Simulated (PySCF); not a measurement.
# Polarisability and C₆ of Re (rhenium, neutral)

[Xe] 4f14 5d5 6s1 6p1, high-spin 8P determinant (an excited configuration). Calculation: PySCF 2.14, in x2c-TZVPPall with one added diffuse shell each of s, p, d, f type (12s8p8d4f1g, 113 functions); scalar relativity by spin-free X2C-1e. Coupled (time-dependent) response in atomic units; α is the mean over directions.

```json
{"method": "PBE", "mean α (bohr³)": "108.9", "α xx, yy, zz": "79.48, 167.8, 79.48", "C₆ (like pair)": "1290", "S(−4)": "9263"}
```

S(−4) is the Cauchy moment in α(ω) = α(0) + S(−4) ω² + …

Spin-orbit coupling is absent.

α(iu) at PBE:

| u (hartree) | α(iu) (bohr³) |
| --- | --- |
| 0 | 108.9 |
| 0.0500 | 91.42 |
| 0.100 | 66.78 |
| 0.200 | 38.75 |
| 0.300 | 25.84 |
| 0.500 | 14.64 |
| 0.750 | 9.087 |
| 1.00 | 6.399 |
| 1.50 | 3.804 |
| 2.00 | 2.562 |
| 3.00 | 1.401 |
| 5.00 | 0.6056 |

A single London oscillator, α(iu) = α/(1 + u²/ω²), gives C₆ = (3/4) ω α². Matching the computed C₆ needs ω = 4 × 1290 / (3 × 108.9²) = 0.145 hartree.

The components differ because the open shell of this determinant is not spherical; for a pure term their mean is the scalar polarisability.

Spin-orbit coupling, absent here, splits the open shell strongly.
